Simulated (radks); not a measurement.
Results of a calculation; reference values are marked as such.
Task: Cs III, configuration [Kr] 4d10 5s2 5p5. Code: a radial shooting solver on a logarithmic mesh with Libxc functionals. Model: scalar-relativistic Kohn-Sham, PBE, spin-unpolarised, spherical densities, finite nucleus; Fermi nuclear charge, rms radius 4.8041 fm; hard spherical wall at 10 bohr. Some entries of the table are withheld. Estimate them.

| orbital | occ. | eigenvalue (eV) | <1/r> (bohr^-1) |
|---|---|---|---|
| 1s | 2 | -35814.05 | 59.39 |
| 2s | 2 | -5632.375 | 13.64 |
| 2p | 6 | -5054.496 | 13.00 |
| 3s | 2 | -1184.491 | (1) |
| 3p | 6 | -998.4971 | 4.668 |
| 3d | 10 | (2) | 4.423 |
| 4s | 2 | -237.2670 | 2.017 |
| 4p | 6 | -177.7886 | 1.855 |
| 4d | 10 | -91.1758 | 1.585 |
| 5s | 2 | -42.6224 | 0.7695 |
| 5p | 5 | -28.7707 | (3) |
| 5d | 0 | -12.3127 | 0.4318 |
| 6s | 0 | -11.9055 | 0.3171 |
| 4f | 0 | -7.4255 | 0.7259 |

Result: 
(1) 3s <1/r> (bohr^-1): 4.917
(2) 3d eigenvalue (eV): -725.4577
(3) 5p <1/r> (bohr^-1): 0.6519
